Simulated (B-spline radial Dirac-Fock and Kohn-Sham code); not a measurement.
Two-hole binding energies of Tb⁷⁺

System: terbium as Tb⁷⁺ in the configuration [Kr] 4d10 4f7 5s2 5p3.

The run's input, task.json:

```json
{"items": [{
  "Z": 65,
  "q": 7,
  "cfg": [[1, 0, 2], [2, 0, 2], [2, 1, 6], [3, 0, 2], [3, 1, 6], [3, 2, 10], [4, 0, 2], [4, 1, 6], [4, 2, 10], [4, 3, 7], [5, 0, 2], [5, 1, 3]],
  "A": 159,
  "rrms": 5.06,
  "do": ["binding", "quiet", "double"]
}]}
```

Command: `python xray_run.py task.json out`

Calculated with a radial B-spline solver, using Dirac-Fock energy differences between relaxed states, corrected for Breit and QED terms. U is the two-hole binding energy less the two single-hole energies, the effective repulsion of the holes after relaxation. Each two-hole energy is an average over J within one jj subconfiguration.

```tsv
holes	E(a) (eV)	E(b) (eV)	E(ab) (eV)	U (eV)
1s⁻¹ 3p3/2⁻¹	52112.8	1732.3	53940.1	95.0
1s⁻¹ 3d5/2⁻¹	52112.8	1360.3	53561.4	88.3
2s⁻¹ 2p1/2⁻¹	8832.4	8370.9	17384.5	181.2
2p1/2⁻²	8370.9	8370.9	16983.7	241.8
2p1/2⁻¹ 2p3/2⁻¹	8370.9	7633.2	16215.2	211.1
2p1/2⁻¹ 3s⁻¹	8370.9	2086.6	?	?
2p1/2⁻¹ 3p3/2⁻¹	8370.9	1732.3	10186.6	83.3
2p3/2⁻¹ 3s⁻¹	7633.2	2086.6	9800.0	80.3
2p3/2⁻¹ 3d3/2⁻¹	7633.2	1393.2	9117.0	90.6
2p3/2⁻¹ 3d5/2⁻¹	7633.2	1360.3	9079.5	86.0
3p1/2⁻²	1886.9	1886.9	3840.9	67.1
3p1/2⁻¹ 3p3/2⁻¹	1886.9	1732.3	3678.7	59.5
4d3/2⁻²	274.8	274.8	578.5	28.8
4d5/2⁻²	268.6	268.6	565.9	28.7
```

Task: Give the missing two-hole energy and U.

Result: E(ab) = 10538.9 eV and U = 81.3 eV.

Run: 27 s of CPU time on 1 thread of AMD EPYC 9R45 96-Core Processor (shared host), peak memory 0.51 GiB.
